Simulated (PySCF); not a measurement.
Atom-mapped SMILES (the numbers label the heavy atoms): `[CH2:1]=[C:2]([CH3:3])[c:4]1[cH:5][cH:6][cH:7][cH:8][cH:9]1` (H(Xn): hydrogen on atom n). Ha(C1) is cis to C3; Hb(C1) is trans to C3.

Theory: GIAO PBE0/pcSseg-1 shieldings, geometry: GFN2-xTB, in PySCF 2.14 (single conformer, one averaged value for each set of equivalent atoms, in vacuum, non-relativistic Hamiltonian).

Referencing at the same level of theory: TMS for $^{13}$C, $^{1}$H.

```tsv
atoms	nucleus	count	δ (ppm)
H(C6)/H(C8)	$^{1}$H	2	7.62
C3	$^{13}$C	1	24.9
H(C5)/H(C9)	$^{1}$H	2	7.65
C5/C9	$^{13}$C	2	131.4
C7	$^{13}$C	1	133.1
C4	$^{13}$C	1	?
H(C7)	$^{1}$H	1	7.56
C2	$^{13}$C	1	?
Ha(C1)	$^{1}$H	1	?
C1	$^{13}$C	1	119.7
H(C3)	$^{1}$H	3	?
C6/C8	$^{13}$C	2	133.8
Hb(C1)	$^{1}$H	1	5.55
```

Question: Estimate the values marked ?.

Answer: 
- C2: 154.2 ppm, fully substituted alkene carbon; the olefinic region
- C4: 148.6 ppm, substituted aromatic carbon
- Ha(C1): 5.44 ppm, hydrogen on a terminal =CH2 carbon; olefinic region
- H(C3): 2.27 ppm, hydrogen on an allylic methyl carbon; allylic position

Shifts are as computed. Against solution values, carbons near 30 ppm lie about +3 ppm off and those near 130 ppm about +5 ppm. Of 1211 compounds with measured shifts, 218 miss one by over three times the rms of a fit or turn the order of signals round; such compounds aren't used in these exercises.
